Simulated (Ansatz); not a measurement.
Reaction (ligand exchange at the Sn–O bond): `[OH][Sn][Cl]` + H₂S → `[SH][Sn][Cl]` + H₂O

Gas-phase electronic energies from Ansatz, PBE0-D4/def2-TZVP geometries. CCSD(T)/CBS adds triple-zeta CCSD(T) − MP2 to the extrapolated MP2 energy (def2 sets, frozen cores). This one scheme is used for every species. DFT in def2-TZVPP. B3LYP here is the variant with VWN-RPA as its local correlation; programs differ in this. HSE06 is defined as in plane-wave codes. def2 core potentials past Kr. For Sn outer-core shells are correlated without core-valence functions, which leaves a few kJ/mol of doubt a bond. Each species was taken in one conformer, which may not be the lowest.

`[OH][Sn][Cl]`:

Cartesian coordinates in Å:
```
O -0.146 -0.741 -0.657
Sn -0.230 0.231 1.058
Cl 0.940 2.117 0.253
H -0.564 -1.607 -0.654
```

H₂S:

Z-matrix (Å, degrees):
```
S
H 1 1.341
H 1 1.341 2 92.3
```

`[SH][Sn][Cl]`:

Cartesian coordinates in Å:
```
S 1.541 -0.032 0.280
Sn -0.183 1.024 -1.063
Cl -2.018 -0.179 -0.144
H 0.660 -0.814 0.928
```

H₂O:

```xyz
3

O    -0.262   -0.131   -0.256
H    -0.424    0.405    0.523
H     0.687   -0.273   -0.267
```

| level | ΔE (kJ/mol) |
| --- | --- |
| revPBE-D4 | -41.3 |
| BLYP-D4 | -34.6 |
| BHLYP-D4 | -42.0 |
| BLYP | -28.7 |
| B3LYP | -33.3 |
| HSE06 | -44.1 |
| HF/def2-QZVPP | -33.1 |
| MP2/def2-QZVPP | -39.1 |

What does CCSD(T)/CBS give? (Estimate.)

Ansatz gave: -37.6 kJ/mol. The listed levels differ from it by -3.7, 3.0, -4.4, 8.9, 4.3, -6.5, 4.5, -1.5 kJ/mol.

Largest T1 diagnostic among the species: 0.017.

From BLYP to BHLYP (50 % exact exchange), in def2-TZVPP and without D4, ΔE moves by −6.9 kJ/mol. Leaving LDA and LC-ωPBE aside and taking each functional with its dispersion term where it has one, the values, not all of them listed here, spread over 16.6 kJ/mol, from HSE06-D4 to CAM-B3LYP-D4. The D4 term adds −5.2 kJ/mol with B3LYP and −2.7 kJ/mol with PBE0; it sums over pairs of atoms, weighted by their polarisabilities, and B3LYP, whose exchange is more repulsive, gets the larger term.
